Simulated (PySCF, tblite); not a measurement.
Isomers of C3H10NOSi (doublet state). All values are computed: GFN2-xTB (tblite) harmonic vibrations without scaling, gas phase. This tight-binding method is rough: wavenumbers can miss measured ones by several per cent, in bad cases by 10 to 20. Modes of hydrogen on silicon can be 10 to 20 % off. One conformer each. Open shells enter through the occupations alone, without spin polarisation, and single modes of such species can be off by tens of per cent.

Electronic energies: B3LYP/pcH-1 single points on the GFN2-xTB geometries (PySCF, gas phase).

```json
{"SMILES": "CC[Si@@H](O)[N]C", "electronic energy, lowest = 0 (kcal/mol)": "15.4"}
{"SMILES": "[CH2]COC[SiH2]N", "electronic energy, lowest = 0 (kcal/mol)": "52.6"}
{"SMILES": "CC[Si](O)NC", "electronic energy, lowest = 0 (kcal/mol)": "0.0"}
{"SMILES": "CCOC[SiH2][NH]", "electronic energy, lowest = 0 (kcal/mol)": "64.4"}
{"SMILES": "CN[CH][SiH2]OC", "electronic energy, lowest = 0 (kcal/mol)": "35.5"}
{"SMILES": "[CH2]CCO[SiH2]N", "electronic energy, lowest = 0 (kcal/mol)": "23.6"}
```

**Question.** How do GFN2-xTB zero-point energies change the relative energies?

**Answer.** 
```tsv
SMILES	ZPE (kcal/mol)	of it from modes above 1550 cm⁻¹	electronic (kcal/mol)	with ZPE, lowest = 0 (kcal/mol)	lowest mode (cm⁻¹)	rings
CC[Si](O)NC	82.7	44.1	0.0	0.0	47	0
CC[Si@@H](O)[N]C	79.5	42.4	15.4	12.2	40	0
[CH2]CCO[SiH2]N	77.9	42.1	23.6	18.8	50	0
CN[CH][SiH2]OC	78.6	40.6	35.5	31.4	65	0
[CH2]COC[SiH2]N	76.5	41.5	52.6	46.4	44	0
CCOC[SiH2][NH]	78.6	40.8	64.4	60.2	72	0
```

The zero-point energies span 6.2 kcal/mol, from `[CH2]COC[SiH2]N` to `CC[Si](O)NC`. The order is unchanged.

**Question.** And how do the electronic energies of GFN2-xTB itself compare?

**Answer.** `CC[Si](O)NC` 0.0; `CC[Si@@H](O)[N]C` 2.3; `[CH2]CCO[SiH2]N` 7.7; `CN[CH][SiH2]OC` 10.7; `[CH2]COC[SiH2]N` 50.2; `CCOC[SiH2][NH]` 35.6 kcal/mol, lowest = 0. Against the energies above, taken from the same isomer `CC[Si](O)NC`, the largest difference is 28.8 kcal/mol.

**Question.** What do entropy and thermal enthalpy add at 298.15 K and 1 bar (rigid rotor, harmonic oscillator, one conformer each)?

**Answer.** 
```json
{"SMILES": "CC[Si](O)NC", "point group": "C1", "symmetry number": "1", "S (cal/(mol K))": "95.4", "H − H(0) (kcal/mol)": "6.53", "ZPE + H − H(0) − TS (kcal/mol)": "60.8"}
{"SMILES": "CC[Si@@H](O)[N]C", "point group": "C1", "symmetry number": "1", "S (cal/(mol K))": "99.0", "H − H(0) (kcal/mol)": "6.84", "ZPE + H − H(0) − TS (kcal/mol)": "56.8"}
{"SMILES": "[CH2]CCO[SiH2]N", "point group": "C1", "symmetry number": "1", "S (cal/(mol K))": "95.1", "H − H(0) (kcal/mol)": "6.51", "ZPE + H − H(0) − TS (kcal/mol)": "56.1"}
{"SMILES": "CN[CH][SiH2]OC", "point group": "C1", "symmetry number": "1", "S (cal/(mol K))": "96.5", "H − H(0) (kcal/mol)": "6.64", "ZPE + H − H(0) − TS (kcal/mol)": "56.5"}
{"SMILES": "[CH2]COC[SiH2]N", "point group": "C1", "symmetry number": "1", "S (cal/(mol K))": "97.2", "H − H(0) (kcal/mol)": "6.71", "ZPE + H − H(0) − TS (kcal/mol)": "54.2"}
{"SMILES": "CCOC[SiH2][NH]", "point group": "C1", "symmetry number": "1", "S (cal/(mol K))": "91.1", "H − H(0) (kcal/mol)": "6.08", "ZPE + H − H(0) − TS (kcal/mol)": "57.5"}
```

S holds R ln(2S + 1) for the spin.
